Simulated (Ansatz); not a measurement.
`[OH][GeH2][Br]` + `N[SiH](O)Cl` → `[OH][GeH2][NH][SiH](O)Cl` + HBr  (ligand exchange at a Ge–Br bond)

Isolated molecules relaxed with PBE0-D4/def2-TZVP in Ansatz; ΔE leaves out vibrations. CBS: MP2 limit from def2 TZ/QZ plus the TZ coupled-cluster correction, frozen cores. For Br, Ge outer-core shells are correlated without core-valence functions, which leaves a few kJ/mol of doubt a bond. Scalar relativity is left out up to krypton. Each species was taken in one conformer, which may not be the lowest.

| species | CCSD(T)/CBS(def2) energy (Eh) |
| --- | --- |
| `[OH][GeH2][Br]` | -4726.46896 |
| `N[SiH](O)Cl` | -881.28474 |
| `[OH][GeH2][NH][SiH](O)Cl` | -3033.81494 |
| HBr | -2573.91920 |

Problem. Work out ΔE.

Solution. ΔE = (-3033.81494) + (-2573.91920) − (-4726.46896) − (-881.28474) = 0.01956 Eh = +51.4 kJ/mol.

Largest T1 diagnostic among the species: 0.011.

In def2-TZVPP, CCSD(T) changes the Hartree–Fock value by −25.0 kJ/mol (the triples alone add −3.1 kJ/mol) and MP2 by −22.2 kJ/mol. The D4 term adds −10.5 kJ/mol with B3LYP and −6.1 kJ/mol with PBE0; it sums over pairs of atoms, weighted by their polarisabilities, and B3LYP, whose exchange is more repulsive, gets the larger term.

B3LYP here is the variant with VWN-RPA as its local correlation; programs differ in this.
